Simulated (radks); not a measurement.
The numbers below are computed, except where a source is named.
Spherical jellium clusters: N electrons in a uniform positive sphere of charge N and radius rs N^(1/3), rs = 4.07 bohr. Level of theory: non-relativistic Kohn-Sham, LDA (Slater exchange, Perdew-Wang correlation), spin-polarised, spherical densities (a radial shooting solver with Libxc functionals). Levels are named by radial order and angular momentum (1s, 1p, 1d, 2s, ...), and open shells are averaged over m.

N = 21, configuration 1s2 1p6 1d10 2s2 1f(up 1, down 0). This is the lowest configuration that the search found. Occupied and some empty levels:

level,occupation,eigenvalue (eV),<r> (bohr)
1s up,1,-4.9571,7.203
1s down,1,-4.9154,7.135
1p up,3,-4.2805,8.320
1p down,3,-4.2251,8.289
1d up,5,-3.3816,9.155
1d down,5,-3.3190,9.145
2s up,1,-2.7955,7.479
2s down,1,-2.7657,7.514
1f up,1,-2.3148,9.921
1f down,0,-2.2500,9.930
2p up,0,-1.6389,9.380
2p down,0,-1.6076,9.406
1g up,0,-1.1325,10.77
1g down,0,-1.0702,10.81
2d up,0,-0.62589,12.05
2d down,0,-0.59728,12.13

Energy (eV): total -39.2938, kinetic 34.783, external -1266.4, Hartree 626.24, exchange-correlation -75.177, background 641.22.

Electron density:

r (bohr),n(r) (e/bohr^3)
0.359,0.004927
1.26,0.004675
2.16,0.004235
3.07,0.003769
3.97,0.003453
4.87,0.003400
5.78,0.003594
6.68,0.003881
7.58,0.004016
8.48,0.003773
9.38,0.003096
10.3,0.002158
11.2,0.001276
12.1,0.0006571
13.0,0.0003060
13.9,0.0001350
14.8,0.00005716
15.7,0.00002350
16.6,9.396e-06
17.5,3.746e-06
